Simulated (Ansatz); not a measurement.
Problem. Name a neutral molecule of Al, B, O, Si and H with HOMO energy (ωB97M-V/def2-TZVPP) between -8.75 and -8.45 eV and HOMO energy (PBE/def2-TZVPP) between -5.60 and -5.30 eV (Ansatz, PBE0-D4/def2-TZVP geometry).

Solution. `[AlH2][B]([SiH3])O[SiH3]` (-8.50 eV, -5.38 eV). Other molecules can fit too; these were computed, each in one conformer that needn't be the lowest.
